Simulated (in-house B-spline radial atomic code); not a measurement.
Configurations of the indium ion In⁵⁺, with energies counted from [Kr] 4d8. Computed with a B-spline radial code for spherical atoms: scalar-relativistic (X2C) HSE06, spin-polarised, spherical fractional occupations, exact exchange averaged over the configuration, Fermi nucleus of rms radius 4.6156 fm. Shells without spins written out take the highest spin.

Occupations are held fixed; configurations that lie above the ionisation limit could autoionise.

```csv
configuration,E - E(ref) (eV),highest orbital,its <r> (bohr)
[Kr] 4d7 5d1,51.864,5d up,2.707
[Kr] 4d7 4f1,52.885,4f up,1.898
[Ar] 3d10 4s2 4p5 4d8 4f1,116.87,4f up,1.863
```

**Question.** Order these further configurations by energy, lowest first.
A. [Ar] 3d10 4s2 4p5 4d8 5d1
B. [Ar] 3d10 4s2 4p5 4d8 5p1
C. [Kr] 4d7 5p1
D. [Ar] 3d10 4s2 4p5 4d8 5s1

**Answer.** C (36.075 eV), D (88.908 eV), B (100.25 eV), A (116.09 eV).
